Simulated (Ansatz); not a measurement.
Consider the cleavage of the Sn–B bond: `[BH2][SnH2][NH2]` + HBr → `[NH2][SnH2][Br]` + BH₃.

Gas-phase electronic energies from Ansatz, PBE0-D4/def2-TZVP geometries. CCSD(T)/CBS adds triple-zeta CCSD(T) − MP2 to the extrapolated MP2 energy (def2 sets, frozen cores). This one scheme is used for every species. Functionals use def2-TZVPP. B3LYP here is the variant with VWN-RPA as its local correlation; programs differ in this. Elements past krypton have def2 core potentials. For Br, Sn outer-core shells are correlated without core-valence functions, which leaves a few kJ/mol of doubt a bond. Scalar relativity is left out up to krypton. One conformer a species, not always the lowest.

Problem. Is it downhill or uphill in electronic energy at CCSD(T)/CBS, and by how much? (Estimate.)

Solution. Ansatz gave: Downhill: ΔE = -1.25 eV.

Problem. What do these levels give: revPBE-D4, B3LYP-D4, CAM-B3LYP-D4, BLYP, MP2/def2-SVP, CCSD(T)/def2-SVP? (Best estimate.)

Solution. Ansatz gave: revPBE-D4 -1.13, B3LYP-D4 -1.26, CAM-B3LYP-D4 -1.25, BLYP -1.19, MP2/def2-SVP -1.27, CCSD(T)/def2-SVP -1.16 eV.

Largest T1 diagnostic among the species: 0.013.

Leaving LDA and LC-ωPBE aside and taking each functional with its dispersion term where it has one, the values, not all of them listed here, spread over 0.23 eV, from BHLYP-D4 to PBE-D4. LDA lies +0.09 eV from PBE without D4. From r2SCAN to r2SCAN0 (25 % exact exchange), in def2-TZVPP and without D4, ΔE moves by −0.03 eV.
